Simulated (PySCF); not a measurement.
**Fractional electron number in Hg (mercury, neutral)**

The 6s beta orbital of [Xe] 4f14 5d10 6s2 is emptied in steps (occupation f), with all orbitals relaxed, ending at [Xe] 4f14 5d10 6s1. Computed with PySCF 2.14 in aug-cc-pVTZ-PP with ECP60MDF (6s6p5d3f2g, 88 functions), with scalar relativity through the core potential. The exact energy is a straight line in f; departures are measured from the line between the end points of the same method.

```csv
f,UHF (eV),LDA (eV),PBE (eV)
1,0.000,0.000,0.000
0.9,0.034,-0.337,-0.330
0.7,0.076,-0.790,-0.775
0.5,0.088,-0.945,-0.928
0.3,0.072,-0.797,-0.784
0.1,0.030,-0.343,-0.337
0,0.000,0.000,0.000
```

Question: For UHF, how does the orbital energy at f = 1 compare with the removal energy?

Answer: −ε = 8.888 eV against a total-energy difference of 8.504 eV. By Janak's theorem ε = ∂E/∂f, so the gap between them reflects the curvature. Along the path −ε is 8.799 (f = 0.9), 8.636 (f = 0.7), 8.490 (f = 0.5), 8.357 (f = 0.3), 8.235 (f = 0.1) eV.

| method | E(f=0) − E(f=1) (eV) | −ε at f=1 (eV) | −ε at f=0.5 (eV) |
| --- | --- | --- | --- |
| UHF | 8.504 | 8.888 | 8.490 |
| LDA | 10.865 | 7.136 | 10.842 |
| PBE | 10.453 | 6.794 | 10.428 |

Reference removal energy between the ground levels: 10.438 eV (measured; NIST Atomic Spectra Database, ionization energies). UHF lacks correlation.
